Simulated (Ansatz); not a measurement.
Mulliken charges of CH$_{4}$O$_{2}$Si, SMILES `C1O[SiH2]O1` from B3LYP/def2-TZVPP in Ansatz (PBE0-D4/def2-TZVP geometry).

| atom | x (Å) | y (Å) | z (Å) | charge (e) |
| --- | --- | --- | --- | --- |
| C1 | -0.167 | 1.020 | -0.335 | 0.197 |
| O2 | -0.760 | 0.297 | 0.748 | -0.438 |
| Si3 | 0.185 | -1.003 | 0.311 | 0.651 |
| O4 | 0.722 | 0.038 | -0.873 | -0.438 |
| H5 | -0.922 | 1.312 | -1.071 | 0.099 |
| H6 | 0.385 | 1.892 | 0.031 | 0.099 |
| H7 | 1.202 | -1.418 | 1.307 | -0.085 |
| H8 | -0.552 | -2.196 | -0.173 | -0.085 |

Problem. By hand: the dipole of these point charges (1 e Å = 4.8032 D).

Solution. Σ q r = (-0.004, 0.026, -0.008) e Å, of length 0.027 e Å = 0.13 D.

Problem. How does the dipole of the full density compare? (Best estimate.)

Solution. The calculation gave: (0.011, -0.062, 0.020) e Å, 0.32 D; the point charges give 0.41 times that, at 179° from its direction, so they point the opposite way.

Point charges leave out the atoms' own dipoles, such as those of lone pairs, and Mulliken's split depends on the basis, so the two needn't agree.

B3LYP here is the variant with VWN-RPA as its local correlation; programs differ in this.
